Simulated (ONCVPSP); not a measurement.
**antimony (Sb): one change to an ONCV potential, before and after**

Sb (Z = 51), optimised norm-conserving Vanderbilt (ONCV), made with ONCVPSP 4.0.1 (PBEsol, fully relativistic). Core [Ar] 3d10, reference 4s2 4p6 4d10 5s2 5p3. Waves: 4s+5s: rc 1.40 bohr, ncon 4, nbas 8, qcut 6.8 1/bohr, 2 projectors; 4p+5p: rc 1.60 bohr, ncon 4, nbas 7, qcut 6.6 1/bohr, 2 projectors; 4d: rc 1.60 bohr, ncon 3, nbas 8, qcut 9.3 1/bohr, 1 projector. Local part: polynomial inside 0.90 bohr (lpopt 3, dvloc0 0 Ha). Core correction: Teter function fitted to the true core (icmod 2), fcfact 0.2.

Open shells are filled in proportion to 2j + 1.

Change: all radii but the core radius scaled by about 0.87 (s 1.22, p 1.38, d 1.38 bohr); local potential polynomial inside 0.78 bohr (lpopt 3, dvloc0 0 Ha).

Cutoffs: the cutoffs (Ha) at which the residual kinetic energy of the hardest occupied pseudo-wave falls to 1 and 0.1 mHa per electron; they do not see the model core or the augmentation charge, which bear on the density cutoff. Errors are all-electron minus pseudo energies relative to the spin-unpolarised reference configuration.

**Question.** Predict the effect on cutoff, ghosts and configuration errors.

**Answer.** The potential gets harder (33 Ha and 69 Ha → 69 Ha and 120 Ha); the bound ghost in p disappears; of the 4 tests that both files solve, the error grows in 2 and shrinks in 1 by more than 15 % and 0.3 meV (median size 0.4 → 1.1 meV). A smaller radius makes the pseudo-wave follow the all-electron one further in, where it bends more sharply, so more plane waves are needed.

```tsv
quantity	base	changed
cutoff, loose	33 Ha	69 Ha
cutoff, tight	69 Ha	120 Ha
loose cutoff by channel	s 22 Ha, p 24 Ha, d 33 Ha	s 69 Ha, p 36 Ha, d 37 Ha
bound ghosts	p1/2	none
GHOST(+) flags under 300 eV	s at 211.1 eV	s at 191.1 eV
error for 4s2 4p6 4d10 5s2 5p2, meV [ΔE 8.36 eV]	+0.3	+0.4
error for 4s2 4p6 4d10 5s2 5p1, meV [ΔE 24.39 eV]	+0.6	+0.9
error for 4s2 4p6 4d10 5s2 5p0, meV [ΔE 48.87 eV]	+0.2	+1.3
error for 4s1 4p6 4d10 5s2 5p3, meV [ΔE 157.17 eV]	-754	-411
rms error of d²Exc/dni dnj with the model core, mHa	3.96	4.08
```

 A true bound ghost makes a file unfit for plane-wave use even where its test errors are small: the radial tests pick states by their node count and pass the ghost by.
